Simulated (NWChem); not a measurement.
System: CH6AlN; SMILES C[NH][AlH2]

```xyz
9

Al     0.0814    -1.2385     0.0005
H     -1.0178    -2.3839     0.0029
H      1.6511    -1.4790    -0.0008
N     -0.5021     0.4407    -0.0005
C      0.2481     1.6745    -0.0005
H     -1.5049     0.6068    -0.0018
H      0.0418     2.3007     0.8876
H      0.0465     2.2981    -0.8914
H      1.3289     1.4622     0.0027
```
Atoms are numbered in this order, from 1.

Results from NWChem. Pople sets run with spherical d functions. Structure relaxed at the PBE0/def2-SVP level. B3LYP is NWChem's, with the RPA form of VWN correlation. Field at 589 nm.

For level B3LYP/6-31G*:

* **isotropic polarisability (bohr³)**: 45.0
* **anisotropy (bohr³)**: 23.1

Question: Estimate the same quantities for level B3LYP/def2-SVPD.

Answer: 
- isotropic polarisability (bohr³) = 55.7
- anisotropy (bohr³) = 19.7
